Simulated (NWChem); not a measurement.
# C3H7N; SMILES C/C=N\C

```xyz
11

C      0.4823    -1.5269     0.1510
C     -0.6548    -0.5805    -0.1030
N     -0.6674     0.6821    -0.2067
C      0.5175     1.4811    -0.0858
H      1.4576    -1.0370     0.2638
H      0.5511    -2.2534    -0.6753
H      0.2797    -2.1130     1.0624
H     -1.6356    -1.0767    -0.2164
H      0.6417     2.0739    -1.0072
H      1.4646     0.9431     0.1057
H      0.3707     2.2136     0.7252
```
Atoms are numbered in this order, from 1.

Results from NWChem. Pople sets run with spherical d functions. Coordinates come from a PBE0/def2-SVP optimisation. Vzz is the largest principal value of the second derivative of the potential at the nucleus (NWChem prints the opposite sign); η is the asymmetry. Non-relativistic.

```json
[
 {"level": "Hartree-Fock/def2-TZVP", "Vzz N3 (a.u.)": "-1.171", "η N3": "0.44", "relative time": "10"},
 {"level": "Hartree-Fock/6-31G*", "Vzz N3 (a.u.)": "-1.103", "η N3": "0.35", "relative time": "1"},
 {"level": "PBE0/def2-SVP", "Vzz N3 (a.u.)": "-1.040", "η N3": "0.24", "relative time": "3"},
 {"level": "PBE0/cc-pVTZ", "Vzz N3 (a.u.)": "-1.061", "η N3": "0.32", "relative time": "20"}
]
```

The last column is a rough cost ratio, cheapest run = 1.
